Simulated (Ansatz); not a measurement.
Species: C2H5GeO2, net charge 0, doublet state. It need not be the lowest isomer of its formula. SMILES: O=C([O][GeH3])[CH2]
Structure (B3LYP-D3(BJ)/def2-TZVP (Ansatz, a program for electronic structure) minimum search):
```xyz
10

C      2.7823     0.1980     0.1695
C      1.3899    -0.1282     0.3639
O      0.9870    -0.8858     1.2359
O      0.5588     0.4746    -0.5008
Ge    -1.2212     0.0695    -0.2668
H      3.5109    -0.2493     0.8277
H      3.0892     0.8728    -0.6150
H     -1.8426     0.9081    -1.3904
H     -1.4206    -1.4316    -0.4868
H     -1.6592     0.5449     1.1203
```
Charge 0, spin multiplicity 2.

Computed values are from Ansatz. Valence correlation only, unless marked. UHF or UKS for open shells. Spin-orbit coupling is left out. Frozen are the shells of the preceding noble gas and the d and f shells that filled before the atom's block. Non-relativistic. Basis-set limits of correlation are two-point, X^-3; Hartree-Fock from the larger set.

```json
{
  "atomisation energy De": "886.6 kcal/mol at CCSD(T)/CBS(cc-pVTZ,cc-pVQZ)",
  "total_energy": "-2304.9339 Eh at CCSD(T)/CBS(cc-pVTZ,cc-pVQZ)",
  "dipole_moment": "1.53 D at CCSD(T)/aug-cc-pVDZ",
  "T1 diagnostic": "0.018 at CCSD/cc-pVQZ"
}
```
